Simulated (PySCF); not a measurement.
**Where the electron goes**

C₅H₁₂GaN.
Numbering: `[CH3:1][NH:2][Ga:3]1[CH2:4][CH2:5][CH2:6][CH2:7]1` (hydrogens: H8, H9, H10 on C1; H11 on N2; H12, H13 on C4; H14, H15 on C5; H16, H17 on C6; H18, H19 on C7)

Structure used (PBE0-D3(BJ)/def2-SVP), in Å, numbered top down from 1:
```xyz
19
C5H12GaN angstrom
C      3.2077    0.3915    0.7917
N      2.2596   -0.5347    0.2260
Ga     0.4782   -0.2928   -0.0144
C     -0.7135    1.2261    0.4357
C     -1.9763    0.8159   -0.3388
C     -2.1834   -0.7104   -0.3159
C     -0.9261   -1.4562   -0.7903
H      2.6980    1.3214    1.0888
H      4.0060    0.6788    0.0811
H      3.7054   -0.0027    1.6981
H      2.6797   -1.4101   -0.0661
H     -0.9051    1.2302    1.5236
H     -0.3545    2.2310    0.1700
H     -2.8794    1.3213    0.0450
H     -1.8744    1.1350   -1.3925
H     -2.4146   -1.0130    0.7221
H     -3.0723   -0.9760   -0.9141
H     -0.8521   -1.4342   -1.8924
H     -0.9141   -2.5142   -0.4902
```

Level of theory: PySCF, TDDFT PBE0/def2-SVPD, vertical, gas phase, core orbitals frozen in the response. Relativistic effects, spin–orbit coupling among them, are left out although an element past zinc is present.

Frontier orbitals with the atoms that hold most of them (Löwdin shares over 4%, at most four atoms; ? is withheld):

```
orbital  ε (eV)                             atoms
 HOMO-3   -8.79  C5 20%, C6 20%, H15 12%, H16 12%
 HOMO-2   -8.14   Ga3 15%, N2 13%, C4 13%, C7 13%
 HOMO-1   -6.72                                 ?
   HOMO   -6.63                                 ?
   LUMO       ?     Ga3 54%, N2 6%, H11 6%, C1 6%
 LUMO+1    0.03    Ga3 49%, N2 12%, C7 10%, C4 9%
 LUMO+2    1.00   Ga3 11%, C5 11%, C6 10%, H11 8%
```

(1) Give the leading atoms of the HOMO.

(2) Give the leading atoms of the HOMO-1.

(3) What is the LUMO energy, and the HOMO–LUMO gap?

Results:

(1) N2 (bonded to C, Ga and H) 60%; C1 (bonded to N and 3 H) 14%; Ga3 (bonded to 2 C and N) 9%; H11 (bonded to N) 5%.

(2) C7 (bonded to C, Ga and 2 H) 26%; C4 (bonded to C, Ga and 2 H) 26%; Ga3 (bonded to 2 C and N) 20%; C6 (bonded to 2 C and 2 H) 4%. By element: carbon 56% or more, gallium 20%.

(3) ε(LUMO) = 0.00 eV; the gap is 6.62 eV (0.2434 hartree).

**Question.** The HOMO–LUMO gap is 6.62 eV. Where does the response calculation put the lowest singlet, and from which orbitals?

**Answer.** S1 is at 5.30 eV (f = 0.0001), 1.32 eV below the gap, made of HOMO-1→LUMO+1 (80%), HOMO-1→LUMO (19%). Its leading pair isn't HOMO and LUMO; the energies of that pair differ by 6.75 eV. 

**Question.** Give energy, strength and leading configuration of S1, S2, S3 and S4, and follow the Löwdin shares of the leading atoms from the occupied to the empty orbital.

**Answer.** 
- S1 (5.30 eV, f 0.0001), HOMO-1→LUMO+1 (80%): C7 26% → 10%, C4 26% → 9%, Ga3 20% → 49%, N2 at most 5% → 12%
- S2 (5.41 eV, f 0.020), HOMO→LUMO (81%): N2 60% → 6%, C1 14% → 6%, Ga3 9% → 54%
- S3 (5.72 eV, f 0.015), HOMO-1→LUMO (80%): C7 26% → at most 6%, C4 26% → at most 6%, Ga3 20% → 54%, N2 at most 5% → 6%
- S4 (5.79 eV, f 0.132), HOMO→LUMO+1 (82%): N2 60% → 12%, C1 14% → at most 10%, Ga3 9% → 49%

Löwdin shares depend on the basis, the more so with diffuse functions.

One conformer stands for the species.
